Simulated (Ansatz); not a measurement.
Relaxation of Cl3H3OSi (8 atoms, charge 0, multiplicity 1), to a largest force component of 0.03 eV/Å in at most 50 steps.

Theory: UKS revPBE/6-31G in Ansatz 0.2.0.

```xyz
8
Properties=species:S:1:pos:R:3:forces:R:3
Si -0.061 -0.179 -1.123 -0.48 0.36 -0.17
Cl 1.524 -1.284 -0.178 0.49 -0.41 0.17
Cl -0.106 -0.811 -3.218 0.00 0.01 -0.01
Cl -1.993 -0.746 -0.259 0.01 -0.01 -0.02
H 0.164 1.297 -1.087 0.00 -0.01 0.02
H 0.877 0.189 1.910 0.18 -0.14 0.18
O 0.211 0.888 1.738 -0.20 0.19 -0.21
H -0.615 0.645 2.217 -0.02 0.00 0.03
```

Task: Where does it end, and by what steps?

Result: The run converged. The force dipped under the threshold on the way, but the program's further checks kept it going. Limits of this set-up: no polarisation functions. After 11 steps the energy has fallen by 0.081 eV; O7 moved furthest, 0.34 Å.

| step | energy less start (eV) | largest force component (eV/Å) | accepted |
| --- | --- | --- | --- |
| 0 | 0.0000 | 0.494 | yes |
| 1 | 0.0639 | 1.875 | no |
| 2 | -0.0332 | 0.573 | yes |
| 3 | -0.0527 | 0.475 | yes |
| 4 | -0.0478 | 1.047 | no |
| 5 | -0.0685 | 0.293 | yes |
| 6 | -0.0784 | 0.037 | yes |
| 7 | -0.0791 | 0.025 | yes |
| 8 | -0.0781 | 0.143 | no |
| 9 | -0.0806 | 0.035 | yes |
| 10 | -0.0810 | 0.034 | yes |
| 11 | -0.0811 | 0.002 | yes |

```xyz
8
Properties=species:S:1:pos:R:3
Si -0.038 -0.144 -0.948
Cl 1.607 -1.411 -0.210
Cl -0.164 -0.695 -3.086
Cl -2.003 -0.760 -0.164
H 0.227 1.326 -0.970
H 0.899 0.333 1.957
O 0.150 0.719 1.447
H -0.678 0.631 1.974
```

The run took 36 s on 2 threads of Intel(R) Xeon(R) Platinum 8488C (Sapphire Rapids) (shared host), peak memory 0.2 GiB.
